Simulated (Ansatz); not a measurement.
Born–Oppenheimer molecular dynamics of BH7OSi2 (11 atoms, charge 0, multiplicity 1). It starts from a relaxed structure.

Method: RKS r2SCAN/STO-3G in Ansatz.

| Property | Result |
| --- | --- |
| ensemble | NVT, Nosé–Hoover chain |
| time step | 0.5 fs |
| steps asked | 600 |
| set temperature | 300 K |
| thermostat | time constant 20 fs, chain length 1 |
| seed | 193585 |

First frame:

```xyz
11
Properties=species:S:1:pos:R:3
Si -0.616 2.131 0.442
B -0.407 0.171 0.292
O 0.607 -0.336 -0.424
Si 0.866 -2.037 -0.607
H 0.375 2.889 -0.293
H -0.536 2.553 1.825
H -1.917 2.550 -0.039
H -1.179 -0.544 0.836
H 0.824 -2.313 -2.027
H -0.139 -2.807 0.099
H 2.187 -2.314 -0.084
```

Q: What does the run give?

A: All steps were run.

* steps done: 600
* time covered: 300 fs
* mean temperature over the second half: 304 K
* spread of the potential energy over the second half: 11.5 meV per atom
* mean potential energy of the second half above the start: 32.3 meV per atom

The conserved energy stayed within 0.54 meV per atom of its start (net change 0.15 meV per atom), so the integration is sound. A run of 0.3 ps of so small a system gives no equilibrium averages. Limits of this set-up: minimal basis.

Q: What happens to the structure?

A: The same pairs are bonded in the first frame and the last. Pairs count as bonded within 1.25 times the sum of covalent radii (0.12 Å more for H–H). The details hang on the random start.

Q: How do temperature and energy run in time?

A: 
```tsv
time (fs)	T (K)	potential energy less start (eV)	conserved less start (meV/atom)
0.0	300	0.000	0.00
10.0	45	0.309	0.19
20.0	297	0.099	0.03
30.0	160	0.372	0.19
40.0	362	0.347	0.28
50.0	442	0.494	0.10
60.0	550	0.549	0.54
70.0	494	0.580	0.13
80.0	265	0.736	0.42
90.0	431	0.322	0.19
100.0	255	0.374	0.14
110.0	206	0.270	0.17
120.0	189	0.222	0.08
130.0	169	0.214	0.14
140.0	181	0.210	0.08
150.0	213	0.244	0.15
160.0	290	0.251	0.10
170.0	348	0.354	0.21
180.0	361	0.506	0.28
190.0	532	0.418	0.14
200.0	331	0.655	0.38
210.0	473	0.411	0.13
220.0	234	0.544	0.31
230.0	318	0.313	0.13
240.0	179	0.374	0.13
250.0	205	0.288	0.15
260.0	265	0.197	0.05
270.0	218	0.262	0.20
280.0	280	0.217	0.07
290.0	307	0.237	0.14
300.0	275	0.336	0.15
```

Run time: 18 min on 1 CPU thread of a shared host.
